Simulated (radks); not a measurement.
The numbers below are computed, except where a source is named.
Problem. All-electron atom: the scandium ion Sc2+ in [Ar] 6f1 (not the ground configuration). Code: a radial shooting solver on a logarithmic mesh with Libxc functionals. Model: scalar-relativistic Kohn-Sham, PBE, spin-polarised, spherical densities, point nucleus; open shells are filled with parallel spins first. Some entries of the table are withheld. Estimate them.

orbital,occ.,eigenvalue (eV),<r^2> (bohr^2)
1s down,1,-4427.355,0.007177
1s up,1,-4427.354,0.007177
2s down,1,(1),0.1396
2s up,1,(2),0.1396
2p down,3,-418.9301,0.1169
2p up,3,-418.9286,0.1169
3s up,1,-83.9430,1.281
3s down,1,-83.9353,1.280
3p up,3,(3),(4)
3p down,3,(5),(6)
6f up,1,-3.2372,248.8

Solution. 
(1) 2s down eigenvalue (eV): -505.0534
(2) 2s up eigenvalue (eV): -505.0524
(3) 3p up eigenvalue (eV): -62.1234
(4) 3p up <r^2> (bohr^2): 1.493
(5) 3p down eigenvalue (eV): -62.1082
(6) 3p down <r^2> (bohr^2): 1.491
